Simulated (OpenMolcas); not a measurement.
# Multiplet structure of Cu III

```json
{
  "Program": "OpenMolcas",
  "Method": "SS-RASPT2, IPEA 0.25 Eh, imaginary shift 0.1 Eh (closed shells correlated: 3s 3p)",
  "Basis": "ANO-RCC-VTZP [6s5p3d2f1g]",
  "Scalar Hamiltonian": "DKH2, point nucleus",
  "Active space": "9 electrons in 9 orbitals (RAS2 3d 4s; RAS3 4p, at most 2 electrons)",
  "State averaging": "2S+1 = 2 even, 30 roots; 2S+1 = 4 even, 10 roots kept (CI in the orbitals of an earlier block); 2S+1 = 2 odd, 21 roots; 2S+1 = 4 odd, 24 roots kept (CI in the orbitals of an earlier block)",
  "Spin-orbit coupling": "RASSI with atomic mean-field integrals over the reference wave functions, term energies averaged over their components"
}
```

Spin-free terms above the lowest, with the occupations of the reference:

```json
{"Configuration": "3d⁹", "Term": "²D", "E (eV)": "0.0000", "Occupations": "3d 8.99"}
{"Configuration": "3d⁸ 4s", "Term": "⁴F", "E (eV)": "7.931", "Occupations": "3d 8.00 4s 1.00"}
{"Configuration": "3d⁸ 4s", "Term": "²F", "E (eV)": "8.494", "Occupations": "3d 8.00 4s 1.00"}
{"Configuration": "3d⁸ 4s", "Term": "²D", "E (eV)": "9.958", "Occupations": "3d 8.00 4s 1.00"}
{"Configuration": "3d⁸ 4s", "Term": "⁴P", "E (eV)": "10.188", "Occupations": "3d 8.00 4s 1.00"}
```

With spin-orbit coupling, above the lowest level:

```
Configuration  Term    J  E (eV)  Measured (eV)      g  Term weight %  Second
          3d⁹    ²D  5/2  0.0000         0.0000  1.200            100        
          3d⁹    ²D  3/2   0.272         0.2569  0.800            100        
       3d⁸ 4s    ⁴F  9/2   7.874         7.5389  1.334            100        
       3d⁸ 4s    ⁴F  7/2   8.020         7.6951  1.235             96    4 ²F
       3d⁸ 4s    ⁴F  5/2   8.151         7.8294  1.026             98        
       3d⁸ 4s    ⁴F  3/2   8.242         7.9209  0.402             99        
       3d⁸ 4s    ²F  7/2   8.511         8.3090  1.147             96    4 ⁴F
       3d⁸ 4s    ²F  5/2   8.744                 0.863             97        
       3d⁸ 4s    ²D  5/2   9.990         9.6668  1.308             71   28 ⁴P
       3d⁸ 4s    ²D  3/2  10.039         9.7675  0.865             90    5 ⁴P
       3d⁸ 4s    ⁴P  5/2  10.339         9.9872  1.490             72   27 ²D
       3d⁸ 4s    ⁴P  3/2  10.348         9.9566  1.681             94    6 ²D
       3d⁸ 4s    ⁴P  1/2  10.378         9.9712  2.667            100
```

Against the 11 measured excited levels shown (Sugar and Musgrove, J. Phys. Chem. Ref. Data 19, 527 (1990)) the mean absolute deviation is 2400 cm-1; the largest miss in energy is 3d⁸ 4s ⁴P_1/2: computed 10.378, measured 9.9712 eV (+4.1 %), and the largest in proportion 3d⁹ ²D_3/2 (+5.7 %).

Spin-orbit coupling puts the lowest level 0.1086 eV below the lowest spin-free term.

Term energies are means over components that CASPT2 splits; among the terms shown or strongly mixed into the levels shown the widest spread is 550 cm-1 (3d⁸ 4s ²F). Some levels mix across a computed gap that differs much from the measured one, so their mixing is not that of the real levels. Terms from blocks run as CI alone lack orbitals of their own. A single d shell beside an s shell can misplace configurations of different d count against each other. Computed and measured levels are paired by configuration, term and J; levels that our copy of the source lacks, or whose pairing is in doubt (as where it misses far off the trend of its configuration), stay unpaired and out of the deviations. Levels of configurations outside the active space are missing. The first state left out of the spin-orbit step lies near 110000 cm-1 above the lowest spin-free state of the reference (among the parities and spins computed), and the list stops at four fifths of that energy or lower.

The term weight is that of the spin-free term in the level, not the purity of its configuration.
